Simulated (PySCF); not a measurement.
Computed IR spectrum (relative IR intensity) of a molecule C₄H₆ClF. Geometry optimised at PBE-D3(BJ)/def2-SVP. The values are those of a single conformer. Calculation: PBE-D3(BJ)/def2-SVP run with PySCF. Frequencies are harmonic and unscaled.

Lines under 2 % of the strongest are left out, and lines within 2 cm⁻¹ are merged.

```
ν (cm⁻¹)  relative intensity
--------  ------------------
317                      3.1
380                      8.0
425                      9.5
530                       12
665                       24
713                       33
808                      5.2
885                       24
960                       46
993                       30
1045                      37
1062                     9.4
1080                      32
1197                      73
1262                     100
1314                      37
1358                      34
1397                     9.3
1401                      48
1437                      37
2977                      35
3063                     5.8
3067                      18
3083                      21
3102                      12
3169                     3.9
```

Q: Pick the molecule that these values belong to.
A) C[C@]1(F)C[C@H]1Cl
B) F[C@@H]1C[C@@H]1CCl
C) CC(C)=C(F)Cl
D) F/C=C/CCCl

A: A, C[C@]1(F)C[C@H]1Cl
